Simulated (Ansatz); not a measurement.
A set of 12 reactions (ligand exchange), with CCSD(T)/CBS values in kJ/mol:

| reaction | ΔE |
| --- | --- |
| `F[SiH](F)[AlH2]` + `CN[SiH2]O` → `CN([SiH2]O)[SiH](F)F` + `[AlH3]` | -102.4 |
| `[SiH3]B[CH2][InH2]` + `C[SiH2]O` → `C[SiH2]OB[SiH3]` + `[CH3][InH2]` | -56.0 |
| `F[SiH2]C[SiH3]` + `NB(N)O` → `NB(N)O[SiH3]` + `C[SiH2]F` | -93.3 |
| `C[BH][GaH][CH3]` + `O[SiH2]F` → `CBO[SiH2]F` + `[CH3][GaH2]` | -153.2 |
| `BC([SiH3])B[SiH3]` + `OCS` → `[SiH3]BOCS` + `BC[SiH3]` | -111.7 |
| `[SiH3]/C=[CH]\[GaH2]` + `[OH][In]([Cl])[O][SiH3]` → `[SiH3][O][In]([Cl])[O][SiH3]` + `C=[CH][GaH2]` | -103.1 |
| `F[SiH](F)S[SiH2]Cl` + `N[SiH](O)O` → `O[SiH](O)N[SiH](F)F` + `S[SiH2]Cl` | -20.0 |
| `C=NC[O][SbH2]` + `NC=O` → `O=C[NH][SbH2]` + `C=NCO` | 3.0 |
| `C=CS[SiH3]` + `[OH][Ga]([F])[F]` → `[F][Ga]([F])[O][SiH3]` + `C=CS` | -40.9 |
| `[SiH3]CC=S` + `C[N](C)[Y]([OH])[OH]` → `C[N](C)[Y]([OH])[O][SiH3]` + `CC=S` | -113.7 |
| `O[SiH2]C(F)Cl` + `FBS` → `O[SiH2]SBF` + `FCCl` | -77.0 |
| `[F][In]([F])[SiH3]` + `N=C[SeH]` → `[SiH3]/N=C\[SeH]` + `[F][InH][F]` | 3.0 |

Calculated with Ansatz (gas phase, PBE0-D4/def2-TZVP geometries, no zero-point term in ΔE). CBS: MP2 limit from def2 TZ/QZ plus the TZ coupled-cluster correction, frozen cores. This one scheme is used for every species. Double bonds are as drawn, so ΔE can hold a change between cis and trans. Functionals use def2-TZVPP. B3LYP here is the variant with VWN-RPA as its local correlation; programs differ in this. def2 core potentials past Kr. For Ga, In, Sb, Se, Y outer-core shells are correlated without core-valence functions, which leaves a few kJ/mol of doubt a bond. Scalar relativity is left out up to krypton. One conformer a species, not always the lowest.

Problem. Give the mean, mean absolute and largest difference (level minus CCSD(T)/CBS, kJ/mol) for: PBE-D4, PBE0-D4, B3LYP-D4, B2PLYP, PBE, r2SCAN, PBE0, B3LYP, SCS-MP2/def2-TZVPP, CCSD/def2-TZVPP, HF/def2-QZVPP, SCS-MP2/def2-QZVPP, HF/CBS(def2), CCSD/CBS(def2). (Best estimate.)

Solution. Ansatz gave: 
```csv
level,mean,mean absolute,largest
PBE-D4,10.4,10.4,23.3
PBE0-D4,5.7,6.8,14.5
B3LYP-D4,-3.3,5.6,-23.4
B2PLYP,-5.6,6.6,-22.2
PBE,9.4,10.2,30.7
r2SCAN,1.0,2.9,7.1
PBE0,4.8,6.7,21.0
B3LYP,-5.1,9.2,-30.7
SCS-MP2/def2-TZVPP,-6.7,6.7,-14.8
CCSD/def2-TZVPP,-5.4,5.5,-17.8
HF/def2-QZVPP,-22.9,23.0,-62.2
SCS-MP2/def2-QZVPP,-5.6,5.7,-10.2
HF/CBS(def2),-23.0,23.2,-62.3
CCSD/CBS(def2),-2.5,2.9,-8.3
```

The largest T1 diagnostic in the set is 0.017, for `[F][InH][F]` (customary mark 0.02).

CCSD(T)/CBS is a level of theory with its own doubt, and the functionals carry their triple-zeta basis error, so these figures describe this set and don't rank the functionals.
